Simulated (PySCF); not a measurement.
## How far are cheaper levels from CCSD(T)/CBS for PbS?

PySCF; the state is a singlet (closed shell). The composite is CCSD(T) extrapolated to the basis-set limit from two correlation-consistent sets, with core-valence (CV) and scalar-relativistic (SR) terms as its label shows; it has no spin–orbit coupling and nothing beyond (T). Here it is CCSD(T)/CBS(DT)+CV. It gives Re = 2.293 Å, ωe = 437 cm⁻¹ and De = 4.69 eV to Pb + S.

```
      level       basis                           relativity  Re (Å)  ωe (cm⁻¹)  De (eV)
    RHF-MP2    def2-SVP  scalar-relativistic core potentials   2.325        436     4.10
RHF-SCS-MP2    def2-SVP  scalar-relativistic core potentials   2.325        438     3.93
RHF-SCS-MP2   def2-SVPD  scalar-relativistic core potentials   2.342        427     4.18
   RHF-CCSD    def2-SVP  scalar-relativistic core potentials   2.317        448     3.67
   RHF-CCSD  def2-TZVPP  scalar-relativistic core potentials   2.287        458     4.11
     PBEsol   def2-SVPD  scalar-relativistic core potentials   2.331        426     5.23
       BLYP    def2-SVP  scalar-relativistic core potentials   2.363        407     4.78
       TPSS   def2-SVPD  scalar-relativistic core potentials   2.343        421     4.82
     r²SCAN  def2-TZVPP  scalar-relativistic core potentials   2.293        444     4.73
    r²SCANh  def2-TZVPP  scalar-relativistic core potentials   2.284        452     4.59
```

Q: Give the difference of each row from the composite.

A: 

```json
{"level": "RHF-MP2", "basis": "def2-SVP", "ΔRe (pm)": "+3.2", "Δωe (%)": "-0.2", "ΔDe (eV)": "-0.59"}
{"level": "RHF-SCS-MP2", "basis": "def2-SVP", "ΔRe (pm)": "+3.2", "Δωe (%)": "+0.2", "ΔDe (eV)": "-0.76"}
{"level": "RHF-SCS-MP2", "basis": "def2-SVPD", "ΔRe (pm)": "+4.9", "Δωe (%)": "-2.3", "ΔDe (eV)": "-0.51"}
{"level": "RHF-CCSD", "basis": "def2-SVP", "ΔRe (pm)": "+2.4", "Δωe (%)": "+2.5", "ΔDe (eV)": "-1.02"}
{"level": "RHF-CCSD", "basis": "def2-TZVPP", "ΔRe (pm)": "-0.6", "Δωe (%)": "+4.8", "ΔDe (eV)": "-0.58"}
{"level": "PBEsol", "basis": "def2-SVPD", "ΔRe (pm)": "+3.8", "Δωe (%)": "-2.5", "ΔDe (eV)": "+0.54"}
{"level": "BLYP", "basis": "def2-SVP", "ΔRe (pm)": "+7.0", "Δωe (%)": "-6.9", "ΔDe (eV)": "+0.09"}
{"level": "TPSS", "basis": "def2-SVPD", "ΔRe (pm)": "+5.0", "Δωe (%)": "-3.7", "ΔDe (eV)": "+0.13"}
{"level": "r²SCAN", "basis": "def2-TZVPP", "ΔRe (pm)": "+0.0", "Δωe (%)": "+1.6", "ΔDe (eV)": "+0.04"}
{"level": "r²SCANh", "basis": "def2-TZVPP", "ΔRe (pm)": "-0.9", "Δωe (%)": "+3.4", "ΔDe (eV)": "-0.10"}
```

Q: Which rows come closest in De?

A: r²SCAN in def2-TZVPP (+0.04 eV), counted from the composite.

Measured (Huber and Herzberg, Constants of Diatomic Molecules (1979)): Re = 2.286863 Å, ωe = 429.4 cm⁻¹; the composite is off by +6.6 mÅ and +8.0 cm⁻¹.

Correlated steps freeze 9 core orbitals. Correlated levels converge slowly with the basis: in double zeta they bind strong bonds too weakly, by up to about 1 eV, and carry superposition errors of some tenths. These are scalar-relativistic numbers at best; spin–orbit coupling would shift them, the dissociation energy most. Where the molecule has an RHF reference, its open-shell atoms are computed with UHF. The CCSD T1 diagnostic is raised in PbS, a sign that a single reference may not be enough there.
